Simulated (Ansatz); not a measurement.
Input file for C2H6AlNOSi (`O=[CH][Al]1[NH][CH]1[SiH3]`):

```yaml
crystal:
  periodic: [false, false, false]
  atoms:
    - {symbol: O, position_ang: [-2.345471, -2.126888, 2.170527]}
    - {symbol: C, position_ang: [-1.156370, -1.929585, 2.110840]}
    - {symbol: Al, position_ang: [-0.474260, -0.920165, 0.502767]}
    - {symbol: N, position_ang: [0.492172, -0.997503, -0.916011]}
    - {symbol: C, position_ang: [-0.229286, 0.341169, -0.933639]}
    - {symbol: Si, position_ang: [0.814912, 1.853288, -0.684646]}
    - {symbol: H, position_ang: [-0.499625, -2.319354, 2.923706]}
    - {symbol: H, position_ang: [1.114220, -1.247308, -1.664257]}
    - {symbol: H, position_ang: [-1.007078, 0.431784, -1.698456]}
    - {symbol: H, position_ang: [1.597360, 1.708001, 0.579725]}
    - {symbol: H, position_ang: [-0.033706, 3.073847, -0.574125]}
    - {symbol: H, position_ang: [1.804032, 2.077613, -1.782532]}
basis:
  gaussian: {orbitals: def2-TZVPP}
correlation: {method: ccsd_t}
```

```sh
$ ansatz run in.yaml --threads 4 --pin off --events-out ev --progress --plain --max-ram 10444MiB
```

Log, shortened:

```
Functional definition: HF
1743 factors; integrals over basis functions are off by at most 8.4e-4 eV
mean field evaluation 1: about -20113.1726 eV, gradient 5.4e1 eV
mean field evaluation 2: about -20113.4806 eV, gradient 5.4e1 eV
mean field evaluation 4: about -20120.3843 eV, gradient 5.1e0 eV
mean field evaluation 8: about -20120.5290 eV, gradient 6.5e-1 eV
mean field evaluation 16: about -20120.5318 eV, gradient 6.0e-6 eV
mean field -20120.53178518 eV, -739.4159049193 hartree, gradient 6.0e-6 eV, S^2 0.000000; 2 other end points of the search recorded, 0 dependent functions left out
14 core orbitals not correlated: weight in the atoms' cores, before any rotation towards them, 1.000 or more for the frozen orbitals, at most 0.000 for the correlated occupied ones
reference -20120.53178518 eV, -739.4159049193 hartree; 16, 16 occupied and 262, 262 virtual orbitals, 1743 factors
second order -26.01064140 eV of doubles, -0.00000000 eV of singles
cycle   1  -26.17694462 eV  change   -1.7e-1 eV  update   1.3e-1
cycle   2  -26.92293361 eV  change   -7.5e-1 eV  update   4.4e-2
cycle   3  -27.13143803 eV  change   -2.1e-1 eV  update   2.5e-2
cycle   4  -27.11615406 eV  change    1.5e-2 eV  update   7.7e-3
cycle   5  -27.11236563 eV  change    3.8e-3 eV  update   4.6e-3
cycle   6  -27.11515227 eV  change   -2.8e-3 eV  update   1.8e-3
cycle   7  -27.11456566 eV  change    5.9e-4 eV  update   9.2e-4
cycle   8  -27.11422684 eV  change    3.4e-4 eV  update   3.4e-4
cycle   9  -27.11436975 eV  change   -1.4e-4 eV  update   1.6e-4
cycle  10  -27.11443538 eV  change   -6.6e-5 eV  update   6.1e-5
cycle  11  -27.11435952 eV  change    7.6e-5 eV  update   3.3e-5
cycle  12  -27.11438749 eV  change   -2.8e-5 eV  update   1.7e-5
perturbative correction -1.22436901 eV, -0.0449947311 hartree
Total energy: -20148.87054168 eV, -740.4573350116 hartree
```

Hardware: 4 threads of an Arm Neoverse V2 on a shared host. Wall time 5.1 min, peak host memory 9 GiB.

Correlation energy per correlated electron: -0.886 eV. T1 diagnostic: 0.0162.
